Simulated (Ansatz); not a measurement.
PBE exchange is replaced step by step with exact exchange (0 % is PBE, 25 % PBE0; no dispersion term), basis def2-TZVPD, Ansatz. System: HgF2⁻ (the lowest doublet isomer of a short search). The state is a doublet with charge -1. Geometry: PBE-D4/def2-TZVPD, each spin state at its own.

Geometry of the doublet:

```xyz
3

Hg   -0.1891   -0.1634    0.3125
F     0.3420    1.9151    0.9522
F    -0.1529   -1.7516   -1.2647
```

In the def2 sets Hg takes a core potential; there is no spin–orbit coupling. At PBE-D4/def2-TZVPD the highest occupied level of the charge -1 doublet lies above zero (up to 0.17 eV). By energy differences its removal costs 2.94 eV (vertical, to the charge 0 singlet, at PBE-D4/def2-TZVPD); a positive level beside a positive removal energy at the same level points to self-interaction error. At PBE-D4/def2-TZVPD, PBE with 5 % exact exchange/def2-TZVPD, PBE with 10 % exact exchange/def2-TZVPD, PBE with 15 % exact exchange/def2-TZVPD and others the highest occupied level of the charge -1 quartet lies above zero (up to 2.08 eV). It is a level of α spin, whose loss leaves a triplet; that state wasn't run at this geometry and level. The electron is either unbound and held by the finite basis, or the level is raised by self-interaction error. The structure comes from a short search, and lower isomers may exist.

HOMO and LUMO are taken over both spins.

| exact exchange (%) | HOMO (eV) | LUMO (eV) | gap (eV) | ⟨S²⟩ | quartet − doublet (kJ/mol) |
| --- | --- | --- | --- | --- | --- |
| 0 | 0.17 | 0.80 | 0.63 | 0.752 | 510.5 |
| 5 | -0.04 | 0.99 | 1.03 | 0.752 | 511.0 |
| 10 | -0.25 | 1.18 | 1.42 | 0.753 | 511.5 |
| 25 | -0.87 | 1.73 | 2.60 | 0.755 | 513.2 |
| 35 | -1.28 | 2.10 | 3.37 | 0.757 | 514.7 |
| 50 | -1.88 | 2.64 | 4.52 | 0.760 | 517.5 |

Question: Fit a straight line to the column «quartet − doublet (kJ/mol)» against the share of exact exchange and predict its value at 15 %.

Answer: With x = exact exchange (%) and y = quartet − doublet (kJ/mol): mean x = 20.83, mean y = 513.1; Σ(x − x̄)(y − ȳ) = 256.2, Σ(x − x̄)² = 1871; slope b = 0.1369, intercept a = ȳ − b·x̄ = 510.2. The residuals of the fitted rows reach 0.5. At x = 15 the line gives 510.2 + (0.1369 × 15) = 512.3; the run gave 512.0, 0.3 less than the line.
